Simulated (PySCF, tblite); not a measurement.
Species: C₆H₁₀FP.
SMILES with atom numbers: `[CH3:1][CH2:2][C:3]1=[C:4]([F:5])[CH2:6][PH:7][CH2:8]1` (hydrogens: H9, H10, H11 on C1; H12, H13 on C2; H14, H15 on C6; H16 on P7; H17, H18 on C8)

Structure used (GFN2-xTB), in Å, numbered top down from 1:
```
atom  x, y, z in Å
C1    -2.376   -0.394   -0.460
C2    -1.303   -0.721    0.579
C3     0.018   -0.117    0.224
C4     0.651    0.832    0.901
F5     0.169    1.395    2.032
C6     1.958    1.351    0.391
P7     2.501    0.071   -0.854
C8     0.742   -0.540   -1.024
H9    -2.112   -0.808   -1.431
H10   -3.331   -0.815   -0.155
H11   -2.490    0.682   -0.561
H12   -1.191   -1.807    0.649
H13   -1.614   -0.346    1.556
H14    2.696    1.476    1.186
H15    1.827    2.324   -0.096
H16    2.834   -0.876    0.129
H17    0.725   -1.621   -1.172
H18    0.286   -0.078   -1.907
```

Computed, not measured: CAM-B3LYP/def2-SVPD in PySCF (dipole) on a GFN2-xTB geometry, gas phase.

Masses are those of the commonest isotopes; rigid-rotor values at the optimised geometry. The values belong to one conformer with, in the numbering `[CH3:1][CH2:2][C:3]1=[C:4]([F:5])[CH2:6][PH:7][CH2:8]1`, C1–C2–C3–C4 114°, C3–C4–C6–P7 -16°, C4–C6–P7–C8 21°, C6–P7–C8–C3 -22°, C2–C3–C8–P7 -165°.

Q: Give the principal moments of inertia and the rotational constants in GHz.

A: Ia = 209.38, Ib = 384.59, Ic = 551.71 u·Å²; 505379 MHz·u·Å²/I gives 2414, 1314 and 916.0 MHz, that is A = 2.4137, B = 1.3141, C = 0.9160 GHz.

Q: Classify the top.

A: An asymmetric top; Ray's κ = -0.468.

Q: Is it planar, by Δ = Ic − Ia − Ib?

A: Not planar: Δ = Ic − Ia − Ib = -42.26 u·Å². For a rigid frame Δ = −2 Σ m c², so Σ m c² = 21.13 u·Å² lies off the ab plane: 11.31 from hydrogen and 9.81 from heavier atoms. The atom farthest from that plane is 1.49 Å away.

Q: Give the other two planar moments, Paa and Pbb, and the rms extents of the mass along the axes.

A: Paa = Σ m a² = (Ib + Ic − Ia)/2 = 363.47 and Pbb = Σ m b² = (Ia + Ic − Ib)/2 = 188.25 u·Å². With the mass M = 132.05 u, the rms extents √(P/M) along a, b and c are 1.66, 1.19, 0.40 Å.

Q: List the rotational levels J(Ka,Kc) to J = 3 (K).

A: Above 0(0,0), as E/k:
J = 1: 1(0,1) 0.107, 1(1,1) 0.160, 1(1,0) 0.179
J = 2: 2(0,2) 0.317, 2(1,2) 0.355, 2(1,1) 0.412, 2(2,1) 0.570, 2(2,0) 0.575
J = 3: 3(0,3) 0.622, 3(1,3) 0.645, 3(1,2) 0.759, 3(2,2) 0.891, 3(2,1) 0.912, 3(3,1) 1.206, 3(3,0) 1.206
The levels of one J sum to (2J + 1)J(J + 1)(A + B + C)/3.

Q: Which types of transition are allowed, and where do some lines up to J = 4 fall?

A: The dipole components are |μa| = 0.53 D, |μb| = 1.02 D, |μc| = 0.12 D. The squared components, which scale the intensities, stand as 0.27 : 1.00 : 0.01 (a : b : c). Some lines, for components of 0.1 D or more:

| type | branch | J(Ka,Kc) | MHz | lower level (cm⁻¹) |
| --- | --- | --- | --- | --- |
| c | Q | 3(1,3) ← 3(0,3) | 477 | 0.432 |
| c | Q | 4(2,3) ← 4(1,3) | 2122 | 0.844 |
| a | Q | 3(1,2) ← 3(1,3) | 2375 | 0.448 |
| b | R | 2(0,2) ← 1(1,1) | 3271 | 0.111 |
| c | Q | 2(2,1) ← 2(1,1) | 3299 | 0.286 |
| b | Q | 2(2,1) ← 2(1,2) | 4493 | 0.247 |
| b | Q | 3(2,2) ← 3(1,3) | 5141 | 0.448 |
| a | R | 3(1,3) ← 2(1,2) | 6042 | 0.247 |
| a | R | 3(0,3) ← 2(0,2) | 6357 | 0.220 |
| b | R | 4(1,3) ← 3(2,2) | 6727 | 0.620 |
| a | R | 4(1,4) ← 3(1,3) | 7977 | 0.448 |
| b | R | 2(2,0) ← 1(1,1) | 8645 | 0.111 |
| c | Q | 4(4,1) ← 4(3,1) | 8874 | 1.143 |
| a | R | 4(2,2) ← 3(2,1) | 9560 | 0.634 |
| b | R | 3(2,2) ← 2(1,1) | 9989 | 0.286 |
| c | R | 4(1,3) ← 3(0,3) | 12345 | 0.432 |
| c | R | 4(4,1) ← 3(3,1) | 18031 | 0.838 |

Q: Estimate the classical rotational partition function at 10 K, 298.15 K and 500 K.

A: Point group C1, symmetry number σ = 1; q = (√π/σ)·√((kT/h)³/(ABC)), k/h = 20836.6 MHz/K: 3130 at 10 K, 509000 at 298.15 K, 1110000 at 500 K.

Its GFN2-xTB frequencies are all real (lowest 44 cm⁻¹). Constants of a rigid frame at the computed geometry: no zero-point averaging, no centrifugal distortion. A rigid rotor knows nothing of internal rotation, which can split or shift real lines.
